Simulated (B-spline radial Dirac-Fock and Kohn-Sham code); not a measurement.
**Conversion-electron coefficients: Kr, 1310 keV**

Z = 36 (krypton), transition energy 1310 keV. Method: a Dirac-Hartree-Slater potential of the neutral atom with a Latter tail (no hole, which puts coefficients of high multipoles low close above an edge), finite nucleus with surface currents. Computed with a radial finite-basis atomic code. Subshells that would emit electrons below 1 keV are left out, and so is internal pair formation.

The run's input, task.json:

```json
{"items": [{
  "Z": 36,
  "q": 0,
  "cfg": [[1, 0, 2], [2, 0, 2], [2, 1, 6], [3, 0, 2], [3, 1, 6], [3, 2, 10], [4, 0, 2], [4, 1, 6]],
  "A": 84,
  "rrms": 4.1884,
  "do": "conversion",
  "gamma": [1310.0],
  "edges": {"K": 14326.0, "L1": 1921.0, "L2": 1730.9, "L3": 1678.4, "M1": 292.8, "M2": 222.2, "M3": 214.4, "M4": 95.0, "M5": 93.8}
}]}
```

Run with: `python xray2_run.py task.json out`

```csv
subshell,electron energy (keV),E1,E2,E3,M1,M3
K,1295.67,0.000117,0.000243,0.000458,0.000238,0.000946
L1,1308.08,1.19e-05,2.50e-05,4.74e-05,2.47e-05,0.000100
L2,1308.27,8.77e-08,3.94e-07,1.47e-06,2.68e-07,2.55e-06
L3,1308.32,1.98e-07,4.00e-07,8.39e-07,1.88e-07,8.71e-07
M1,1309.71,1.97e-06,4.13e-06,7.83e-06,4.08e-06,1.66e-05
M2,1309.78,1.49e-08,6.71e-08,2.50e-07,4.56e-08,4.34e-07
M3,1309.79,3.35e-08,6.78e-08,1.43e-07,3.18e-08,1.48e-07
M4,1309.90,1.38e-11,3.63e-11,9.46e-11,1.42e-11,1.89e-10
M5,1309.91,4.22e-11,6.67e-11,1.18e-10,3.94e-11,9.79e-11
N1,1309.97,2.42e-07,5.08e-07,9.62e-07,5.01e-07,2.04e-06
N2,1309.99,1.32e-09,5.93e-09,2.21e-08,4.04e-09,3.84e-08
N3,1309.99,2.91e-09,5.89e-09,1.24e-08,2.76e-09,1.29e-08
total,,0.000131,0.000274,0.000517,0.000268,0.00107
```

**Question.** For a pure E2 transition, what fraction of decays emits a photon?

**Answer.** 1/(1 + α) = 1.00 with the total α = 0.000274, and pair formation is not counted.
